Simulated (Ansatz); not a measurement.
Born–Oppenheimer molecular dynamics of CH$_{10}$OSSi$_{2}$ (15 atoms, charge 0, multiplicity 1). It starts from a rough guess of a transition structure, not a stationary point.

These are results of UHF/6-31G (Ansatz 0.2.0), not measurements.

```json
{"ensemble": "NVE (velocity Verlet)", "time step": "0.5 fs", "steps asked": "150", "starting velocities drawn for": "600 K", "seed": "838602"}
```

Frames 0.5 fs apart, positions in Å.

Velocities at 10 fs (Å/ps):

```
Si 2.72 3.66 -0.70
O -11.86 -0.28 -2.25
C 2.69 -10.68 -9.60
H 9.49 -20.12 10.66
H -7.60 -30.07 10.24
Si 1.45 1.24 3.44
H 37.00 18.85 -67.33
S 1.28 1.58 5.39
H -22.87 -0.37 -11.91
H -10.23 -36.38 6.63
H 16.27 -12.50 3.66
H -32.29 3.23 -4.74
H -6.19 2.58 -8.28
H 13.20 12.36 -23.15
H 2.61 7.21 -13.63
```

```xyz
15
Properties=species:S:1:pos:R:3 time_fs=10 energy_less_start_eV=-0.022 T=614
Si -0.741 1.063 0.394
O -0.222 0.136 -1.424
C -0.264 -1.220 -1.876
H -2.206 0.510 0.170
H -0.994 2.313 1.118
Si 0.032 -0.411 1.992
H 0.764 0.665 -1.792
S 1.439 2.113 -0.179
H -1.292 -1.527 -1.999
H 0.245 -1.252 -2.836
H 0.269 -1.843 -1.165
H 0.974 0.072 2.987
H 0.768 -1.696 1.508
H -1.262 -0.837 2.600
H 2.259 1.220 0.341
15
Properties=species:S:1:pos:R:3 time_fs=10.5 energy_less_start_eV=0.169 T=501
Si -0.740 1.065 0.394
O -0.228 0.136 -1.425
C -0.262 -1.225 -1.881
H -2.199 0.500 0.175
H -0.999 2.298 1.123
Si 0.033 -0.410 1.994
H 0.777 0.672 -1.823
S 1.440 2.114 -0.176
H -1.303 -1.527 -2.005
H 0.240 -1.271 -2.833
H 0.277 -1.850 -1.163
H 0.958 0.074 2.985
H 0.764 -1.694 1.503
H -1.255 -0.831 2.588
H 2.261 1.223 0.335
15
Properties=species:S:1:pos:R:3 time_fs=11 energy_less_start_eV=0.290 T=430
Si -0.739 1.066 0.393
O -0.233 0.137 -1.427
C -0.261 -1.231 -1.886
H -2.190 0.492 0.178
H -1.004 2.285 1.129
Si 0.033 -0.410 1.996
H 0.778 0.675 -1.849
S 1.440 2.115 -0.173
H -1.313 -1.527 -2.010
H 0.234 -1.290 -2.830
H 0.284 -1.856 -1.163
H 0.943 0.078 2.985
H 0.759 -1.690 1.499
H -1.249 -0.826 2.578
H 2.265 1.224 0.329
15
Properties=species:S:1:pos:R:3 time_fs=11.5 energy_less_start_eV=0.322 T=411
Si -0.738 1.068 0.393
O -0.236 0.138 -1.429
C -0.260 -1.236 -1.891
H -2.179 0.485 0.180
H -1.011 2.275 1.135
Si 0.034 -0.409 1.997
H 0.768 0.673 -1.868
S 1.441 2.116 -0.171
H -1.321 -1.527 -2.014
H 0.229 -1.308 -2.828
H 0.289 -1.861 -1.163
H 0.930 0.084 2.987
H 0.752 -1.685 1.495
H -1.243 -0.821 2.570
H 2.271 1.223 0.325
15
Properties=species:S:1:pos:R:3 time_fs=12 energy_less_start_eV=0.255 T=451
Si -0.736 1.069 0.393
O -0.240 0.139 -1.431
C -0.259 -1.242 -1.895
H -2.165 0.479 0.181
H -1.019 2.266 1.141
Si 0.035 -0.409 1.999
H 0.746 0.667 -1.881
S 1.442 2.117 -0.169
H -1.327 -1.527 -2.018
H 0.224 -1.327 -2.827
H 0.292 -1.866 -1.165
H 0.919 0.092 2.992
H 0.745 -1.677 1.490
H -1.239 -0.818 2.562
H 2.279 1.220 0.322
15
Properties=species:S:1:pos:R:3 time_fs=12.5 energy_less_start_eV=0.085 T=552
Si -0.735 1.071 0.392
O -0.242 0.141 -1.434
C -0.258 -1.248 -1.899
H -2.148 0.474 0.180
H -1.028 2.260 1.149
Si 0.035 -0.409 2.000
H 0.712 0.657 -1.888
S 1.442 2.118 -0.166
H -1.329 -1.526 -2.021
H 0.220 -1.345 -2.829
H 0.293 -1.870 -1.168
H 0.909 0.101 2.999
H 0.736 -1.669 1.486
H -1.236 -0.816 2.557
H 2.288 1.215 0.320
15
Properties=species:S:1:pos:R:3 time_fs=13 energy_less_start_eV=-0.174 T=705
Si -0.734 1.072 0.392
O -0.244 0.143 -1.437
C -0.258 -1.255 -1.903
H -2.131 0.471 0.177
H -1.038 2.257 1.157
Si 0.036 -0.409 2.002
H 0.667 0.642 -1.888
S 1.442 2.119 -0.164
H -1.329 -1.526 -2.022
H 0.217 -1.362 -2.834
H 0.292 -1.873 -1.172
H 0.902 0.112 3.008
H 0.727 -1.660 1.481
H -1.235 -0.814 2.553
H 2.298 1.209 0.318
15
Properties=species:S:1:pos:R:3 time_fs=13.5 energy_less_start_eV=-0.482 T=884
Si -0.732 1.073 0.391
O -0.245 0.145 -1.440
C -0.258 -1.261 -1.906
H -2.111 0.468 0.173
H -1.050 2.256 1.166
Si 0.037 -0.410 2.003
H 0.612 0.623 -1.883
S 1.443 2.120 -0.162
H -1.325 -1.526 -2.023
H 0.216 -1.378 -2.841
H 0.289 -1.875 -1.177
H 0.896 0.125 3.020
H 0.717 -1.649 1.476
H -1.235 -0.814 2.551
H 2.308 1.202 0.316
15
Properties=species:S:1:pos:R:3 time_fs=14 energy_less_start_eV=-0.752 T=1039
Si -0.731 1.075 0.391
O -0.245 0.147 -1.444
C -0.259 -1.267 -1.909
H -2.091 0.466 0.167
H -1.062 2.257 1.175
Si 0.038 -0.410 2.004
H 0.549 0.601 -1.872
S 1.443 2.121 -0.159
H -1.319 -1.525 -2.023
H 0.215 -1.394 -2.850
H 0.285 -1.876 -1.183
H 0.892 0.139 3.033
H 0.707 -1.639 1.472
H -1.238 -0.816 2.551
H 2.319 1.194 0.315
15
Properties=species:S:1:pos:R:3 time_fs=14.5 energy_less_start_eV=-0.841 T=1084
Si -0.730 1.076 0.391
O -0.245 0.149 -1.449
C -0.259 -1.274 -1.912
H -2.070 0.465 0.159
H -1.075 2.260 1.185
Si 0.039 -0.410 2.005
H 0.480 0.578 -1.858
S 1.443 2.123 -0.157
H -1.312 -1.525 -2.022
H 0.216 -1.408 -2.862
H 0.279 -1.877 -1.190
H 0.889 0.155 3.048
H 0.697 -1.628 1.466
H -1.243 -0.818 2.553
H 2.329 1.186 0.313
15
Properties=species:S:1:pos:R:3 time_fs=15 energy_less_start_eV=-0.599 T=939
Si -0.728 1.077 0.390
O -0.245 0.151 -1.453
C -0.260 -1.280 -1.915
H -2.050 0.464 0.149
H -1.089 2.265 1.194
Si 0.040 -0.411 2.006
H 0.414 0.557 -1.845
S 1.444 2.124 -0.155
H -1.302 -1.526 -2.019
H 0.217 -1.420 -2.874
H 0.271 -1.877 -1.197
H 0.887 0.171 3.064
H 0.687 -1.618 1.461
H -1.249 -0.822 2.556
H 2.339 1.179 0.311
15
Properties=species:S:1:pos:R:3 time_fs=15.5 energy_less_start_eV=-0.092 T=656
Si -0.727 1.078 0.390
O -0.246 0.153 -1.458
C -0.261 -1.286 -1.917
H -2.030 0.464 0.137
H -1.104 2.271 1.203
Si 0.040 -0.411 2.008
H 0.359 0.545 -1.838
S 1.444 2.125 -0.153
H -1.293 -1.527 -2.016
H 0.218 -1.431 -2.886
H 0.263 -1.878 -1.203
H 0.886 0.187 3.080
H 0.678 -1.609 1.455
H -1.256 -0.827 2.561
H 2.347 1.173 0.309
```

Of the whole run (75 fs, mean temperature of the second half 1227 K): The conserved energy stayed within 2.2 meV per atom of its start (net change 0.24 meV per atom), so there is no drift, though single steps change it by up to 40 meV in the whole system, a sign of fast motions only just resolved. The kinetic energy rose, since the run started high on the potential surface and went downhill. It ends in pieces (CH4O + H6SSi2), so much of that is their flight and rotation, not heat. A run of 0.075 ps of so small a system gives no equilibrium averages. The orbitals were unrestricted but ended closed-shell. Limits of this set-up: no polarisation functions.

Run time: 10 min on 1 thread of AMD EPYC 7R43 64-Core Processor (Zen 3), with other jobs on the host, peak memory 0.26 GiB.
